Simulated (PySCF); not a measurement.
C4H4ClF, SMILES C=C(F)/C=C\Cl.

Geometry optimised at B3LYP-D3(BJ)/def2-SVP. The structure was generated by enumeration; whether it is a known compound was not checked. The values are those of a single conformer.

Two levels are set side by side: TDA-PBE/def2-SVPD (PySCF) and TDA-PBE0/def2-SVPD (PySCF). Vertical, same geometry. The lowest singlet is HOMO−1→LUMO 100 % with PBE and HOMO→LUMO 91 % with the other functional; states are paired by order. Differences are taken from unrounded values.

| quantity | TDA-PBE0 |
|---|---|
| lowest singlet excitation (eV) | 5.75 |
| lowest triplet excitation (TDA) (eV) | 2.92 |
| first bright state (f over 0.05) (eV) | 5.75 |
| its oscillator strength | 0.94 |

Problem. What does TDA-PBE give, and how far is it from TDA-PBE0? (An estimate is asked for; the answer gives what the named calculation found.)

Solution. 
```json
[
 {"quantity": "lowest singlet excitation (eV)", "TDA-PBE": "5.17", "TDA-PBE minus TDA-PBE0": "-0.58"},
 {"quantity": "lowest triplet excitation (TDA) (eV)", "TDA-PBE": "2.93", "TDA-PBE minus TDA-PBE0": "0.02"},
 {"quantity": "first bright state (f over 0.05) (eV)", "TDA-PBE": "5.43", "TDA-PBE minus TDA-PBE0": "-0.32"},
 {"quantity": "its oscillator strength", "TDA-PBE": "0.77", "TDA-PBE minus TDA-PBE0": "-0.16"}
]
```

Functionals without exact exchange tend to place singlet excitations lower, as here. Differences between two approximate levels are no errors against the true value.

Rough cost on one machine, each run with all the roots and properties that it gave: TDA-PBE0 against TDA-PBE about 2 times.
